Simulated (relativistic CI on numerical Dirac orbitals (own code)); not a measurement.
Ho10+: computed level list

Calculated at this level of theory: Dirac-Coulomb-Breit CI, orbitals from a KLI potential per configuration, a model potential for QED, unscaled Slater integrals (own radial code, finite nucleus).

CI space (outside the closed core [Ar] 3d10 4p6 4d10): 4s2.4f9.5s2, 4s2.4f11, 4s2.4f10.5s, 4s2.4f10.5p, 4s2.4f8.5s2.6s, 4s2.4f10.6s, 4s2.4f7.5s2.6s2, 4s2.4f9.6s2, 4s.4f10.5s2, 4f11.5s2. The list is cut by size and lacks configurations that can hold low levels.

| No. | Configuration | Term | J | E (cm⁻¹) | % | Next component (%) | Landé g | jj configuration (%) |
| --- | --- | --- | --- | --- | --- | --- | --- | --- |
| 41 | 4s2.4f9.5s2 | 6P° | 3/2 | 46160.4 | 58 | 18 4P° | 1.945 | 4f5/2^5 4f7/2^4 (40) |
| 42 | 4s2.4f9.5s2 | 4K° | 11/2 | 46315.2 | 58 | 32 4H° | 0.911 | 4f5/2^3 4f7/2^6 (44) |
| 43 | 4s2.4f9.5s2 | 4H° | 9/2 | 46851.2 | 59 | 28 4G° | 1.025 | 4f5/2^3 4f7/2^6 (33) |
| 44 | 4s2.4f9.5s2 | 4L° | 15/2 | 46921.5 | 53 | 20 4K° | 0.986 | 4f5/2^3 4f7/2^6 (45) |
| 45 | 4s2.4f9.5s2 | 4L° | 13/2 | 47373.6 | 52 | 28 4K° | 0.877 | 4f5/2^4 4f7/2^5 (37) |
| 46 | 4s2.4f9.5s2 | 6P° | 7/2 | 47845.3 | 42 | 23 4H° | 1.291 | 4f5/2^4 4f7/2^5 (53) |
| 47 | 4s2.4f9.5s2 | 4G° | 11/2 | 48398.3 | 78 | 14 2H° | 1.237 | 4f7/2^3 (29) |
| 48 | 4s2.4f9.5s2 | 2L° | 15/2 | 48547.6 | 35 | 25 2K° | 0.991 | 4f5/2^3 4f7/2^6 (58) |
| 49 | 4s2.4f9.5s2 | 4H° | 7/2 | 48858.0 | 47 | 19 6P° | 1.048 | 4f5/2^4 4f7/2^5 (42) |
| 50 | 4s2.4f9.5s2 | 4G° | 9/2 | 50241.9 | 71 | 19 4H° | 1.122 | 4f5/2^4 4f7/2^5 (35) |
| 51 | 4s2.4f9.5s2 | 4G° | 5/2 | 51265.4 | 55 | 13 2F° | 0.874 | 4f5/2^4 4f7/2^5 (41) |
| 52 | 4s2.4f9.5s2 | 4G° | 7/2 | 51326.4 | 66 | 19 4H° | 0.949 | 4f5/2^4 4f7/2^5 (44) |
| 53 | 4s2.4f9.5s2 | 4P° | 1/2 | 51438.4 | 76 | 23 4D° | 2.018 | 4f5/2^4 4f7/2^5 (73) |
| 54 | 4s2.4f9.5s2 | 2L° | 17/2 | 51555.9 | 78 | 8 4M° | 1.053 | 4f5/2^3 4f7/2^6 (51) |
| 55 | 4s2.4f9.5s2 | 4F° | 3/2 | 53009.5 | 74 | 9 6P° | 0.729 | 4f5/2^5 4f7/2^4 (52) |
| 56 | 4s2.4f9.5s2 | 2M° | 19/2 | 53537.4 | 60 | 35 2N° | 1.021 | 4f5/2^4 4f7/2^5 (77) |
| 57 | 4s2.4f9.5s2 | 2N° | 21/2 | 53666.7 | 77 | 18 2O° | 1.034 | 4f5/2^4 4f7/2^5 (48) |
| 58 | 4s2.4f9.5s2 | 4P° | 5/2 | 54116.6 | 24 | 23 6P° | 1.293 | 4f5/2^4 4f7/2^5 (38) |
| 59 | 4s2.4f9.5s2 | 6P° | 3/2 | 54243.9 | 23 | 23 4P° | 1.444 | 4f5/2^4 4f7/2^5 (40) |
| 60 | 4s2.4f9.5s2 | 2G° | 9/2 | 55487.3 | 30 | 28 2H° | 1.068 | 4f5/2^5 4f7/2^4 (54) |
| 61 | 4s2.4f9.5s2 | 4F° | 5/2 | 56085.1 | 77 | 14 4G° | 0.991 | 4f5/2^4 4f7/2^5 (58) |
| 62 | 4s2.4f9.5s2 | 2K° | 13/2 | 56160.7 | 76 | 14 4L° | 0.925 | 4f5/2^3 4f7/2^6 (54) |
| 63 | 4s2.4f9.5s2 | 4I° | 15/2 | 56548.0 | 78 | 18 2K° | 1.168 | 4f5/2^4 4f7/2^5 (48) |
| 64 | 4s2.4f9.5s2 | 2P° | 3/2 | 57196.7 | 51 | 15 4P° | 1.324 | 4f5/2^3 4f7/2^6 (41) |
| 65 | 4s2.4f9.5s2 | 4F° | 7/2 | 57272.7 | 71 | 12 2F° | 1.195 | 4f5/2^4 4f7/2^5 (55) |
| 66 | 4s2.4f9.5s2 | 4I° | 13/2 | 58663.8 | 82 | 14 2I° | 1.100 | 4f5/2^4 4f7/2^5 (55) |
| 67 | 4s2.4f9.5s2 | 2H° | 11/2 | 59020.3 | 45 | 33 4I° | 1.057 | 4f5/2^4 4f7/2^5 (49) |
| 68 | 4s2.4f9.5s2 | 2F° | 7/2 | 59340.1 | 56 | 21 4F° | 1.143 | 4f5/2^2 4f7/2^7 (39) |
| 69 | 4s2.4f9.5s2 | 4I° | 9/2 | 59955.8 | 42 | 41 4F° | 1.011 | 4f5/2^4 4f7/2^5 (57) |
| 70 | 4s2.4f9.5s2 | 2N° | 19/2 | 60478.8 | 63 | 35 2M° | 0.990 | 4f5/2^3 4f7/2^6 (64) |
| 71 | 4s2.4f9.5s2 | 2L° | 15/2 | 60873.7 | 45 | 45 2K° | 1.006 | 4f5/2^2 4f7/2^7 (54) |
| 72 | 4s2.4f9.5s2 | 4I° | 11/2 | 61022.4 | 55 | 30 2H° | 1.013 | 4f5/2^3 4f7/2^6 (39) |
| 73 | 4s2.4f9.5s2 | 2M° | 17/2 | 61147.8 | 90 | 9 2L° | 0.957 | 4f5/2^3 4f7/2^6 (59) |
| 74 | 4s2.4f9.5s2 | 2F° | 5/2 | 61700.5 | 33 | 23 4P° | 1.108 | 4f5/2^2 4f7/2^7 (42) |
| 75 | 4s2.4f9.5s2 | 2O° | 23/2 | 62053.2 | 100 |  | 1.042 | 4f5/2^4 4f7/2^5 (100) |
| 76 | 4s2.4f9.5s2 | 4I° | 9/2 | 62809.6 | 35 | 26 2G° | 1.003 | 4f5/2^3 4f7/2^6 (48) |
| 77 | 4s2.4f9.5s2 | 2D° | 3/2 | 64698.0 | 65 | 12 4P° | 0.987 | 4f5/2^2 4f7/2^7 (38) |
| 78 | 4s2.4f9.5s2 | 2I° | 13/2 | 65112.4 | 57 | 27 2K° | 1.044 | 4f5/2^5 4f7/2^4 (37) |
| 79 | 4s2.4f9.5s2 | 2G° | 9/2 | 65470.2 | 40 | 39 2H° | 1.003 | 4f5/2^4 4f7/2^5 (31) |
| 80 | 4s2.4f9.5s2 | 2K° | 15/2 | 66280.1 | 59 | 19 2L° | 1.063 | 4f5/2^4 4f7/2^5 (43) |
| 81 | 4s2.4f9.5s2 | 2G° | 7/2 | 66441.3 | 82 | 8 4G° | 0.925 | 4f5/2^3 4f7/2^6 (57) |
| 82 | 4s2.4f9.5s2 | 2O° | 21/2 | 67161.7 | 81 | 18 2N° | 0.972 | 4f5/2^3 4f7/2^6 (81) |
| 83 | 4s2.4f9.5s2 | 2P° | 1/2 | 67512.3 | 88 | 10 4D° | 0.635 | 4f5/2^2 4f7/2^7 (62) |
| 84 | 4s2.4f9.5s2 | 2I° | 11/2 | 68897.5 | 63 | 18 2H° | 0.971 | 4f5/2^4 4f7/2^5 (58) |
| 85 | 4s2.4f9.5s2 | 4H° | 13/2 | 70288.9 | 52 | 38 2I° | 1.144 | 4f5/2^4 4f7/2^5 (47) |
| 86 | 4s2.4f9.5s2 | 2I° | 11/2 | 70997.3 | 48 | 41 2H° | 0.984 | 4f5/2^4 4f7/2^5 (36) |
| 87 | 4s2.4f9.5s2 | 4G° | 11/2 | 71693.7 | 51 | 36 4H° | 1.178 | 4f5/2^4 4f7/2^5 (48) |
| 88 | 4s2.4f9.5s2 | 4G° | 9/2 | 72294.3 | 53 | 22 4H° | 1.091 | 4f5/2^5 4f7/2^4 (37) |
| 89 | 4s2.4f9.5s2 | 2L° | 17/2 | 72328.0 | 91 | 5 4K° | 1.060 | 4f5/2^4 4f7/2^5 (41) |
| 90 | 4s2.4f9.5s2 | 4G° | 7/2 | 72620.0 | 58 | 20 2G° | 0.932 | 4f5/2^4 4f7/2^5 (65) |
| 91 | 4s2.4f9.5s2 | 2F° | 5/2 | 72692.8 | 46 | 38 2D° | 1.040 | 4f5/2 4f7/2^8 (29) |
| 92 | 4s2.4f9.5s2 | 2K° | 13/2 | 73716.6 | 60 | 23 2I° | 0.991 | 4f5/2^3 4f7/2^6 (53) |
| 93 | 4s2.4f9.5s2 | 4G° | 5/2 | 73718.9 | 71 | 25 2F° | 0.668 | 4f5/2^4 4f7/2^5 (43) |
| 94 | 4s2.4f9.5s2 | 4G° | 11/2 | 73972.5 | 37 | 30 4H° | 1.152 | 4f5/2^4 4f7/2^5 (44) |
| 95 | 4s2.4f9.5s2 | 2H° | 9/2 | 74068.5 | 63 | 14 2G° | 0.971 | 4f5/2^4 4f7/2^5 (40) |
| 96 | 4s2.4f9.5s2 | 2G° | 7/2 | 74487.0 | 53 | 25 2F° | 0.949 | 4f5/2^4 4f7/2^5 (41) |
| 97 | 4s2.4f9.5s2 | 2G° | 9/2 | 74627.5 | 34 | 32 2H° | 1.029 | 4f5/2^2 4f7/2^7 (39) |
| 98 | 4s2.4f9.5s2 | 2L° | 15/2 | 75465.6 | 64 | 17 4K° | 0.988 | 4f5/2^4 4f7/2^5 (59) |
| 99 | 4s2.4f9.5s2 | 2D° | 3/2 | 75612.5 | 80 | 11 2P° | 0.834 | 4f5/2^4 4f7/2^5 (37) |
| 100 | 4s2.4f9.5s2 | 2H° | 9/2 | 76040.4 | 52 | 25 4H° | 0.961 | 4f5/2^3 4f7/2^6 (50) |
| 101 | 4s2.4f9.5s2 | 2F° | 5/2 | 76151.2 | 52 | 33 2D° | 0.969 | 4f5/2^5 4f7/2^4 (31) |
| 102 | 4s2.4f9.5s2 | 2I° | 13/2 | 76281.2 | 45 | 42 4H° | 1.125 | 4f5/2^4 4f7/2^5 (50) |
| 103 | 4s2.4f9.5s2 | 4H° | 7/2 | 76531.3 | 77 | 15 4G° | 0.746 | 4f5/2^3 4f7/2^6 (44) |
| 104 | 4s2.4f9.5s2 | 4K° | 17/2 | 78226.9 | 94 | 6 2L° | 1.168 | 4f5/2^4 4f7/2^5 (66) |
| 105 | 4s2.4f9.5s2 | 2H° | 9/2 | 78365.0 | 39 | 28 2G° | 1.019 | 4f5/2^4 4f7/2^5 (40) |
| 106 | 4s2.4f9.5s2 | 2H° | 11/2 | 79642.9 | 65 | 18 4H° | 1.092 | 4f5/2^3 4f7/2^6 (67) |
| 107 | 4s2.4f9.5s2 | 4K° | 15/2 | 80400.5 | 75 | 11 2K° | 1.072 | 4f5/2^3 4f7/2^6 (48) |
| 108 | 4s2.4f9.5s2 | 2H° | 11/2 | 80722.1 | 46 | 36 4K° | 0.958 | 4f5/2^4 4f7/2^5 (41) |
| 109 | 4s2.4f9.5s2 | 2D° | 5/2 | 80939.0 | 38 | 27 4P° | 1.205 | 4f5/2^4 4f7/2^5 (44) |
| 110 | 4s2.4f9.5s2 | 2F° | 7/2 | 81041.9 | 85 | 7 4G° | 1.124 | 4f5/2^3 4f7/2^6 (48) |

Energies count from the lowest computed level; ° marks odd parity. Filled j subshells are mostly left out of the jj labels.

The mean weight of the leading LS term, summed over parents, in these 70 levels is 60 %, and that of the leading jj configuration (from the same eigenvectors) 48 %, so LS coupling describes them better.

At this charge energies of transitions that change n are usually good to better than 1 %, and those within a shell (Δn = 0) to a few per cent. Terms inside the open d or f shell come out 10 to 20 % too wide with unscaled integrals. Levels and lines within the n = 5 or 6 shells can be off by up to 10 % or somewhat more, and those that change n by about 2 %, since core polarisation is missing.

LS names give the leading component of a level, which can be under half, so a name can repeat, a term be missing and a line seem to break the LS rules.
